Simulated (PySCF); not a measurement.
**Ionising CuF**

PBE0; basis Cu def2-TZVPPD, F def2-TZVPPD; no relativity; PySCF 2.14. Neutral (UKS): singlet (closed shell), Re = 1.764 Å, ωe = 596 cm⁻¹, De = 3.97 eV, HOMO -7.49 eV, LUMO -3.02 eV.

CuF⁺ (UKS): doublet (σ ↑), Re = 1.684 Å, ωe = 708 cm⁻¹, De = 1.45 eV to Cu⁺ (3d10) + F. The energies at the minima are -1740.06762 hartree for CuF and -1739.68911 for CuF⁺.

**Question.** Work out the adiabatic ionisation energy, without and with harmonic zero-point energies (1 hartree = 27.2114 eV, 1 eV = 8065.5 cm⁻¹), and the change of the bond length.

**Answer.** At PBE0: 0.37851 hartree = 10.300 eV between the minima; the zero-point term (708.0 − 596.0)/2 cm⁻¹ = +0.007 eV makes it 10.307 eV. Re changes by -8.0 pm against the neutral. Minus the HOMO energy is 7.49 eV, -2.81 eV from the value between the minima; self-interaction puts the Kohn–Sham level too high, less so with exact exchange. The electron leaves a σ orbital; in so polar a molecule the change of length follows mostly from the change of the ionic charges.

CuF⁻ (UKS): doublet (σ ↑), Re = 1.857 Å, ωe = 453 cm⁻¹, De = 1.95 eV to Cu (3d10 4s1) + F⁻. The energies at the minima are -1740.06762 hartree for CuF and -1740.11238 for CuF⁻.

**Question.** Work out the adiabatic electron affinity, without and with harmonic zero-point energies (1 hartree = 27.2114 eV, 1 eV = 8065.5 cm⁻¹), and the change of the bond length.

**Answer.** At PBE0: 0.04476 hartree = 1.218 eV between the minima; the zero-point term (596.0 − 453.0)/2 cm⁻¹ = +0.009 eV makes it 1.227 eV. Re changes by +9.3 pm against the neutral. The electron enters a σ orbital; in so polar a molecule the change of length follows mostly from the change of the ionic charges.

For an ion De counts to the pair picked by the measured ionisation energies or electron affinities, which need not be the lowest pair at this level. The highest Kohn–Sham level is positive in this anion. Much of that is self-interaction error, but it also means that the finite basis helps to hold the extra electron. The state is the lowest single determinant that the PBE0 search found; with open d or f shells the true ground state can be another one.
